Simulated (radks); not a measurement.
Values are calculated unless marked as measured or tabulated.
Q: Level of theory: scalar-relativistic Kohn-Sham, exchange-only LDA, spin-polarised, spherical densities, finite nucleus; Fermi nuclear charge, rms radius of each element as measured or else 0.836 A^(1/3) + 0.57 fm (a radial shooting solver on a logarithmic mesh with Libxc functionals). Response by self-consistent Sternheimer equations with the Hartree and adiabatic exchange-only LDA kernel, the relativistic mass of each level held fixed and spin-orbit coupling left out. Estimate the static dipole polarisabilities of As3+ ([Ar] 3d10 4s2) and Rb7+ ([Ar] 3d10 4s2) and the C6 coefficients of the three pairs.

A: alpha = 6.583 and 2.078 bohr^3; C6 = 20.60 (As3+-As3+), 8.275 (As3+-Rb7+), 3.499 (Rb7+-Rb7+) hartree bohr^6.
